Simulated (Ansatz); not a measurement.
Z-matrix (Å, degrees):
```
C
Si 1 1.869
Br 1 1.947 2 106.0
H 1 1.088 2 113.1 3 117.3
H 1 1.088 2 113.1 3 -117.4
Br 2 2.226 1 108.2 3 179.9
H 2 1.478 1 110.2 3 61.7
H 2 1.478 1 110.2 3 -61.9
```

The species carries charge 0 and has multiplicity 1.

Q: List the r2SCAN/def2-TZVPP orbital energies in eV (the Gaussian-basis code of Ansatz). (Best estimate.)

A: Ansatz gave: Occupied: -13122.25, -13122.05, -1792.22, -1695.46, -1695.28, -1526.25, -1526.15, -1526.15, -1526.03, -1525.98, -1525.98, -274.75, -235.11, -234.93, -175.43, -175.15, -175.09, -175.08, -174.96, -174.95, -142.60, -97.53, -97.42, -97.41, -69.24, -69.15, -69.14, -68.99, -68.94, -68.93, -68.89, -68.89, -68.79, -68.79, -21.44, -20.33, -17.66, -13.79, -11.93, -10.87, -9.82, -9.49, -9.44, -7.82, -7.64, -7.35, -7.13. Lowest empty: -1.44, -0.41, 0.38, 0.92, 0.99, 1.90, 2.13, 3.64.
